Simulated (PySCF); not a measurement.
F2Zr, SMILES [Zr]([F])[F], multiplicity 1.

Coordinates come from a r2SCAN-D4/def2-TZVP optimisation. The geometry has at least one imaginary mode, so it is a saddle point at that level. The multiplicity is an assumed one; other spin states were not compared. The def2 effective core potentials stand for the cores of Zr; spin–orbit coupling is left out.

Method: r2SCAN-D4/def2-TZVP (PySCF).

Frequencies are harmonic and unscaled.

Modes within 1.5 cm⁻¹ of each other (mostly degenerate sets) share a row, with their intensities summed.

Computed vibrational spectrum:
```csv
mode,ν (cm⁻¹),IR (km/mol),Raman (Å⁴/amu),depolarisation,moving atoms (share of kinetic energy)
1–2,143i,3.3,0.0,–,"F 71 %, Zr 29 %"
3,640,0.0,33.9,0.17,F 100 %
4,678,224.8,0.0,–,"F 71 %, Zr 29 %"
```
